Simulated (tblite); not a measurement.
C6H14OSi2.
SMILES with atom numbers: `[CH3:1][C@@H:2]1[CH2:3][CH2:4][C@H:5]2[SiH2:6][O:7][SiH2:8][C@@H:9]12` (hydrogens: H10, H11, H12 on C1; H13 on C2; H14, H15 on C3; H16, H17 on C4; H18 on C5; H19, H20 on Si6; H21, H22 on Si8; H23 on C9)

Computed with GFN2-xTB (tblite), gas phase: L-BFGS steps from a force-field or distance-geometry start until the largest atomic force falls under 0.01 eV/Å.

At the end of the run (lengths in Å): Si6–O7 1.637, O7–Si8 1.638, Si8–C9 1.911, Si6–H20 1.459, Si8–H21 1.459, Si8–H22 1.459, C5–C9 1.559, Si6–O7–Si8 120.8°, C1–C2–C9 112.6°, C1–C2–C3 114.0°, C5–Si6–O7 99.8°, C1–C2–C3–C4 -163°, C2–C3–C4–C5 43°, C3–C4–C5–Si6 -150°, H23–C9–C5–C4 119°.

**Question.** These geometries were met on the way; a selection of coordinates is given. Order them by energy above the end point, lowest first.
A. Si6–O7 1.640, O7–Si8 1.642, Si8–C9 1.903, Si6–H20 1.454, Si8–H21 1.453, Si8–H22 1.456, C5–C9 1.558, Si6–O7–Si8 121.5°, C1–C2–C9 114.6°, C1–C2–C3 112.7°, C5–Si6–O7 99.1°, C1–C2–C3–C4 -163°, C2–C3–C4–C5 41°, C3–C4–C5–Si6 -150°, H23–C9–C5–C4 120°
B. Si6–O7 1.699, O7–Si8 1.693, Si8–C9 1.955, Si6–H20 1.496, Si8–H21 1.487, Si8–H22 1.479, C5–C9 1.578, Si6–O7–Si8 118.0°, C1–C2–C9 113.1°, C1–C2–C3 112.4°, C5–Si6–O7 101.3°, C1–C2–C3–C4 -163°, C2–C3–C4–C5 44°, C3–C4–C5–Si6 -150°, H23–C9–C5–C4 123°
C. Si6–O7 1.640, O7–Si8 1.644, Si8–C9 1.913, Si6–H20 1.465, Si8–H21 1.466, Si8–H22 1.474, C5–C9 1.558, Si6–O7–Si8 121.1°, C1–C2–C9 114.7°, C1–C2–C3 112.6°, C5–Si6–O7 99.5°, C1–C2–C3–C4 -164°, C2–C3–C4–C5 41°, C3–C4–C5–Si6 -150°, H23–C9–C5–C4 120°
D. Si6–O7 1.677, O7–Si8 1.675, Si8–C9 1.941, Si6–H20 1.488, Si8–H21 1.484, Si8–H22 1.482, C5–C9 1.569, Si6–O7–Si8 118.9°, C1–C2–C9 113.8°, C1–C2–C3 112.6°, C5–Si6–O7 100.7°, C1–C2–C3–C4 -163°, C2–C3–C4–C5 42°, C3–C4–C5–Si6 -150°, H23–C9–C5–C4 122°
E. Si6–O7 1.643, O7–Si8 1.644, Si8–C9 1.902, Si6–H20 1.459, Si8–H21 1.455, Si8–H22 1.454, C5–C9 1.556, Si6–O7–Si8 120.8°, C1–C2–C9 114.0°, C1–C2–C3 113.0°, C5–Si6–O7 99.5°, C1–C2–C3–C4 -163°, C2–C3–C4–C5 42°, C3–C4–C5–Si6 -150°, H23–C9–C5–C4 120°

**Answer.** E (0.024 eV), A (0.042 eV), C (0.070 eV), D (0.147 eV), B (0.252 eV).

```csv
step,E above end (eV),"rms distance from the end, all atoms (Å)",largest force (eV/Å),rms shift of all bonds from the end (Å)
7,0.024,0.034,0.195,0.005
5,0.042,0.044,0.201,0.004
3,0.070,0.053,0.364,0.006
1,0.147,0.063,0.969,0.017
0,0.252,0.067,1.437,0.024
```

Rows stand in the order of the answer.
